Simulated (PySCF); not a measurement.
# How methods differ on the ionisation energy of P+

P+ [Ne] 3s2 3p2 (3P) → P(2+) [Ne] 3s2 3p1 (2P), as a difference of total energies. All numbers are calculated (PySCF 2.14, scalar relativity by spin-free X2C-1e, in x2c-QZVPPall with one added diffuse shell each of s, p, d, f type (10s7p5d3f1g, 86 functions)). Correlated levels: valence and next inner shell: 1s2 frozen. The calculations carry no spin-orbit coupling.

| method | ionisation energy (eV) |
| --- | --- |
| UHF | 19.157 |
| MP2 (valence and next inner shell) | 19.654 |
| SCS-MP2 (valence and next inner shell) | 19.561 |
| CCSD (valence and next inner shell) | 19.676 |
| CCSD(T) (valence and next inner shell) | 19.714 |

Problem. How much does correlation contribute at CCSD(T) (valence and next inner shell)?

Solution. 19.714 − (19.157) = 0.557 eV, measured against UHF.

The reference lies between the lowest fine-structure levels, while these numbers refer to the centres of the terms.

Errors of the correlated levels include the incompleteness of this basis and the frozen core.

For comparison: 19.769 eV (semi-empirical (NIST evaluation); NIST Atomic Spectra Database, ionization energies).
